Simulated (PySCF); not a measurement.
SiCl2HI, SMILES Cl[SiH](Cl)I. Heavy atoms are numbered as in [SiH:1]([Cl:2])([Cl:3])[I:4]. Hydrogens are named by the atom that carries them.

Coordinates come from a B3LYP-D3(BJ)/def2-SVP optimisation. The def2 effective core potentials stand for the cores of I; spin–orbit coupling is left out.

The numbers are results of ωB97X/def2-TZVP in PySCF, not measurements.

ESP charges are fitted to the potential on shells at 1.4 to 2.0 van der Waals radii. Atomic charges (e), one atom of each kind:

```json
[
 {"atom": "Si1 (SiH)", "Mulliken": "0.41", "ESP fit": "-0.15"},
 {"atom": "Cl2", "Mulliken": "-0.18", "ESP fit": "0.00"},
 {"atom": "I4", "Mulliken": "-0.07", "ESP fit": "0.03"},
 {"atom": "H on Si1", "Mulliken": "0.01", "ESP fit": "0.13"}
]
```

Computed Mayer and Wiberg (Löwdin basis) orders of the bonds:
```
bond     Mayer  Wiberg
-------  -----  ------
Si1–Cl2   1.21    1.86
Si1–Cl3   1.21    1.86
Si1–I4    1.22    1.70
```
